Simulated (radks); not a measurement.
Values are calculated unless marked as measured or tabulated.
Task: Ionisation of the scandium ion Sc11+, [Ne], to [He] 2s2 2p5 as the strength of local exchange is varied. Level of theory: scalar-relativistic Kohn-Sham, Slater X-alpha exchange (alpha = 2/3 is LDA exchange), no correlation, spin-polarised, spherical densities, finite nucleus; Fermi nuclear charge, rms radius 3.5459 fm (a radial shooting solver on a logarithmic mesh with Libxc functionals).

alpha  E(Sc11+) (hartree)  exchange (hartree)  IE (eV)  -e of the level emptied (eV)  <r> of it (bohr)
0.631          -712.94399           -27.37410   680.99                   646.10 (2p)            0.3023
0.667          -714.50764           -28.98033   684.48                   649.67 (2p)            0.3017
0.707          -716.24784           -30.77066   688.37                   653.64 (2p)            0.3009
0.985          -728.42421           -43.37734   715.74                   681.60 (2p)            0.2960
0.989          -728.60046           -43.56082   716.14                   682.00 (2p)            0.2959
0.991          -728.68859           -43.65258   716.34                   682.21 (2p)            0.2959
?              -730.98268           -46.04363   721.52                   687.51 (2p)            0.2949

Which alpha was used in the last row?

Result: alpha = 1.043. NIST Atomic Spectra Database: 687.4 eV (measured). The Delta-SCF value meets it near alpha = 0.70. Open shells are spherical and high-spin; term and fine-structure splittings are not resolved.
